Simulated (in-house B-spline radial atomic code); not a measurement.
Settings and results of a run for Ne⁴⁺ (an excited or competing configuration). Level of theory: Dirac-Hartree-Fock, average of configuration, Fermi nucleus of rms radius 3.0055 fm; calculated with a B-spline radial code for spherical atoms.

Command:
```bash
python run_scf.py task.json out
```
Settings (nuclear radius in fm, mass in u):
```
Z                10
configuration    [He] 2s1 2p2 6g1
hamiltonian      dirac
method           hf
spin_polarised   False
nucleus          fermi
rms_radius       3.0055
atomic_mass      19.99244
speed_of_light   137.035999084
```

Output (hartree, bohr):
```
 radial grid: 76 intervals, B-splines of order 8, outer radius 40.8511 bohr

 iter        energy (Eh)    residual
    1       -113.9346853    3.30e-01
    2       -115.6934883    3.33e-02
    3       -115.7078246    1.47e-02
    4       -115.7107797    6.43e-03
    5       -115.7115368    8.37e-04
    6       -115.7115437    1.31e-05
    7       -115.7115438    1.37e-07

 total energy                     -115.711544
 kinetic                            115.98956
 electron-nucleus                  -252.60563
 electron-electron                   20.90452

 first-order corrections (not in the total)
   Gaunt                            0.01519
   retardation                     -0.00058
   frequency dependence            -0.00000
   self-energy                      0.01113
   Uehling                         -0.00059
   Wichmann-Kroll                   0.00000
   recoil                           0.00294

 orbital      occ     eigenvalue          <r>       <r^2>       <1/r>     <1/r^3>       r_max    small
 1s1/2      2.000      -38.55477     0.156765   0.0330547     9.66585           -      0.1026  1.24e-03
 2s1/2      1.000       -6.29305     0.736878    0.637239     1.97407           -      0.6173  2.05e-04
 2p1/2      0.667       -5.53310     0.668181    0.544386     1.91059           -      0.5186  1.94e-04
 2p3/2      1.333       -5.52634     0.669145    0.545816     1.90661     20.2583      0.5194  1.94e-04
 6g7/2      0.444       -0.34725      8.79873      87.098    0.138923  0.00643979       9.348  9.25e-06
 6g9/2      0.556       -0.34725      8.79887     87.1005     0.13892  0.00643914       9.348  9.25e-06
```

Run time, properties included: 0.86 s on 1 thread of Intel(R) Xeon(R) Platinum 8488C, on a shared host.

For the Dirac Hamiltonian the kinetic term is c α·p + (β - 1)c².
